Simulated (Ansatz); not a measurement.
`F[SiH](F)[SiH2]Cl` and `F[Si](F)(Cl)[SiH2]Cl` differ in one atom or group.

Ansatz, PBE0-D4/def2-TZVP geometries, multiplicity 1. Each molecule was computed in one conformer, which needn't be the lowest.

| property | `F[SiH](F)[SiH2]Cl` |
| --- | --- |
| HOMO energy (B3LYP/def2-TZVPP) / eV | -8.27 |
| HOMO–LUMO gap (PBE0/def2-TZVPP) / eV | 7.36 |
| size of the dipole moment (B3LYP/def2-TZVPP) / D | 1.20 |
| zero-point energy (PBE0-D4/def2-TZVP) / kJ/mol | 89.1 |
| size of the dipole moment (PBE/def2-TZVPP) / D | 1.09 |
| HOMO energy (PBE/def2-TZVPP) / eV | -7.20 |

Task: What does the change do to each property? (Estimate.)

Result: Computed: 
```csv
property,`F[Si](F)(Cl)[SiH2]Cl`,shift
HOMO energy (B3LYP/def2-TZVPP) / eV,-8.58,-0.31
HOMO–LUMO gap (PBE0/def2-TZVPP) / eV,7.63,0.27
size of the dipole moment (B3LYP/def2-TZVPP) / D,1.52,0.32
zero-point energy (PBE0-D4/def2-TZVP) / kJ/mol,72.1,-17.0
size of the dipole moment (PBE/def2-TZVPP) / D,1.40,0.31
HOMO energy (PBE/def2-TZVPP) / eV,-7.51,-0.31
```

With PBE0 the HOMO falls by 0.33 eV and the LUMO falls by 0.05 eV, so the gap widens by about 0.28 eV. PBE moves the HOMO by -0.31 eV and ωB97M-V by -0.33 eV. Dipoles are sizes alone; their direction can turn.

Positive LUMOs are unbound, so they and the gaps depend on the basis.

B3LYP here is the variant with VWN-RPA as its local correlation; programs differ in this.
